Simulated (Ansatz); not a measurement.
## A geometry optimisation of BrClHSi2+ with B3LYP/6-31G*

The starting geometry of this gas-phase singlet was optimised with GFN2-xTB.

```xyz
5

Br   -3.4832    2.7264    2.5886
Cl   -1.9817    0.2284   -1.1524
Si   -1.4754    1.8134   -0.0631
Si   -3.4177    3.0341    0.3959
H    -4.7038    3.7446    0.2175
```

Q: Predict what it relaxes into with B3LYP/6-31G*.

A: A new bond forms, giving a structure with Cl2 bridging Si3 and Si4, given below by its coordinates. Distances that change by over a tenth: Cl2–Si3 (1.99 → 2.25 Å). Contacts that close: Cl2–Si4 (3.51 → 2.35 Å).

The energy falls by 0.63 eV over 22 steps:

```json
{"step": "1", "E − E(last) (eV)": "0.634"}
{"step": "3", "E − E(last) (eV)": "0.227"}
{"step": "6", "E − E(last) (eV)": "0.146"}
{"step": "8", "E − E(last) (eV)": "0.135"}
{"step": "10", "E − E(last) (eV)": "0.127"}
{"step": "13", "E − E(last) (eV)": "0.105"}
{"step": "15", "E − E(last) (eV)": "0.050"}
{"step": "17", "E − E(last) (eV)": "0.006"}
{"step": "20", "E − E(last) (eV)": "0.000"}
{"step": "22", "E − E(last) (eV)": "0.000"}
```

Final geometry (Å):

```json
{"atom": "Br", "x (Å)": "-3.6796", "y (Å)": "2.4966", "z (Å)": "2.6331"}
{"atom": "Cl", "x (Å)": "-2.8047", "y (Å)": "0.7567", "z (Å)": "-0.5501"}
{"atom": "Si", "x (Å)": "-1.0683", "y (Å)": "2.1670", "z (Å)": "-0.3494"}
{"atom": "Si", "x (Å)": "-3.1966", "y (Å)": "2.8000", "z (Å)": "0.5328"}
{"atom": "H", "x (Å)": "-4.3125", "y (Å)": "3.3266", "z (Å)": "-0.2799"}
```

Frequencies at the end are all real (lowest 101 cm⁻¹). Run with Ansatz 0.2.0, 46 s on 2 threads of Intel(R) Xeon(R) Platinum 8375C CPU @ 2.90GHz (Ice Lake), with other jobs on the host.
